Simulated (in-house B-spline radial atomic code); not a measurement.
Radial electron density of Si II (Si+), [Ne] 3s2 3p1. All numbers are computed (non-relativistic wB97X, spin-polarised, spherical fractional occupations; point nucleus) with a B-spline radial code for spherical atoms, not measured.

Caution: exact exchange at fractional occupations of open shells leaves self-interaction of up to several eV.

Columns: r (bohr), 4πr²n(r) (electrons per bohr), bar.

```
 0.00435   0.3729 #
 0.00524   0.5277 #
  0.0063   0.7405 ##
 0.00759    1.037 ###
 0.00914    1.439 ####
   0.011    1.979 ######
  0.0132     2.68 #######
  0.0159    3.605 ##########
  0.0192    4.794 #############
  0.0231    6.224 #################
  0.0278    7.909 ######################
  0.0335    9.802 ###########################
  0.0403    11.75 #################################
  0.0485    13.58 ######################################
  0.0584    15.01 ##########################################
  0.0703    15.77 ############################################
  0.0847    15.62 ############################################
   0.102    14.55 #########################################
   0.123     12.8 ####################################
   0.148    10.98 ###############################
   0.178    9.806 ###########################
   0.214    9.795 ###########################
   0.258    11.02 ###############################
    0.31    12.81 ####################################
   0.374    14.18 ########################################
    0.45    14.09 #######################################
   0.542     12.2 ##################################
   0.652    9.077 #########################
   0.785    5.762 ################
   0.945    3.252 #########
    1.14    1.944 #####
    1.37    1.608 ####
    1.65    1.641 #####
    1.98    1.563 ####
    2.39     1.22 ###
    2.88   0.7704 ##
    3.46   0.3851 #
    4.17    0.144 
    5.02  0.04169 
    6.04 0.009545 
    7.27 0.001611 
    8.76 0.0001819
```

On this grid the curve has 3 maxima, near 0.0703, 0.374, 1.65 bohr.

The 3p up radial function P(r) = rR(r), positive near the nucleus:

| r (bohr) | P |
| --- | --- |
| 0.0063 | 0.0008238 |
| 0.00914 | 0.0017 |
| 0.0132 | 0.003447 |
| 0.0192 | 0.006996 |
| 0.0278 | 0.01383 |
| 0.0403 | 0.02668 |
| 0.0584 | 0.04961 |
| 0.0847 | 0.08769 |
| 0.123 | 0.1443 |
| 0.178 | 0.2134 |
| 0.258 | 0.2725 |
| 0.374 | 0.275 |
| 0.542 | 0.1669 |
| 0.785 | -0.06952 |
| 1.14 | -0.3789 |
| 1.65 | -0.6267 |
| 2.39 | -0.6468 |
| 3.46 | -0.4324 |
| 5.02 | -0.1733 |
| 7.27 | -0.03874 |
